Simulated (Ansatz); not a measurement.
`[CH3][Ti]([CH3])([CH3])[F]` + H–F → `[CH3][Ti]([CH3])([F])[F]` + CH₄ at 600 K and 1 bar (ligand exchange at a Ti–C bond).

Computed with Ansatz on PBE0-D4/def2-TZVP structures; ΔE is electronic, products minus reactants. CBS: MP2 limit from def2 TZ/QZ plus the TZ coupled-cluster correction, frozen cores. This one scheme is used for every species. For Ti outer-core shells are correlated without core-valence functions, which leaves a few kJ/mol of doubt a bond. Scalar relativity is left out up to krypton.

```
                     species  CCSD(T)/CBS energy (Eh)  H − E (kJ/mol)  S (J/(mol·K))
`[CH3][Ti]([CH3])([CH3])[F]`              -1068.33930           360.7          533.9
                         H–F               -100.39570            42.3          194.0
  `[CH3][Ti]([CH3])([F])[F]`              -1128.35702           264.7          482.9
                         CH₄                -40.46206           140.4          215.7
```

H − E and S are ideal-gas, rigid-rotor, harmonic terms from PBE0-D4/def2-TZVP. 1 Eh = 2625.50 kJ/mol, R = 8.31446 J/(mol·K).

Q: By hand: ΔE, ΔH, ΔS and ΔG.

A: ΔE = (-1128.35702) + (-40.46206) − (-1068.33930) − (-100.39570) = -0.08408 Eh = -220.8 kJ/mol. Δ(H − E) = 264.7 + 140.4 − 360.7 − 42.3 = 2.1, so ΔH = -218.7 kJ/mol. ΔS = 482.9 + 215.7 − 533.9 − 194.0 = -29.3 J/(mol·K). ΔG = -218.7 − 600 × (-29.3)/1000 = -201.1 kJ/mol.

Q: By hand: the equilibrium constant, and the temperature at which ΔG would vanish if ΔH and ΔS stayed fixed.

A: log₁₀ K = −ΔG/(RT ln 10) = 17.5. ΔG = 0 at ΔH/ΔS = 7464 K, far beyond where these terms or the molecules hold.

ΔH outweighs TΔS. A doubt of 5 kJ/mol in ΔE shifts log₁₀ K by 0.4 here. Modes under 60 cm⁻¹, often nearly free rotors, make the harmonic entropy too high. These are equilibria of isolated gas molecules and say nothing of rates. Largest T1 diagnostic: 0.021 (customary marks: 0.02 for closed shells, 0.045 for open ones).
